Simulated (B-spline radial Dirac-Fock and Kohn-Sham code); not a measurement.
Internal conversion coefficients of Sb at 100 keV

Z = 51 (antimony), transition energy 100 keV. Model: a Dirac-Hartree-Slater potential of the neutral atom with a Latter tail (no hole, which puts coefficients of high multipoles low close above an edge), finite nucleus with surface currents. Program: a radial B-spline solver. Subshells that would emit electrons below 1 keV are left out.

```
subshell  electron energy (keV)    E5        M1       M3     M4    M5
       K                  69.51   215     0.537     37.4    264  1860
      L1                  95.30  18.7    0.0639     8.00   79.7   796
      L2                  95.62  1250   0.00444     1.37   18.6   237
      L3                  95.87  1230   0.00113     5.00    112  1980
      M1                  99.06  4.33    0.0126     1.70   17.7   185
      M2                  99.19   281  0.000939    0.300   4.16  54.2
      M3                  99.23   275  0.000239     1.12   26.1   480
      M4                  99.46  27.0  4.69e-06   0.0126  0.411  10.1
      M5                  99.47  26.5  3.72e-06  0.00587  0.529  21.3
   total                         3450     0.624     55.6    534  5780
```

Question: For a pure M4 transition, what fraction of decays emits a photon?

Answer: 1/(1 + α) = 0.00187 with the total α = 534; the total includes the outer subshells that are not listed.

Values without a named source are computed, but for edge energies of neutral atoms, which are taken from tables.
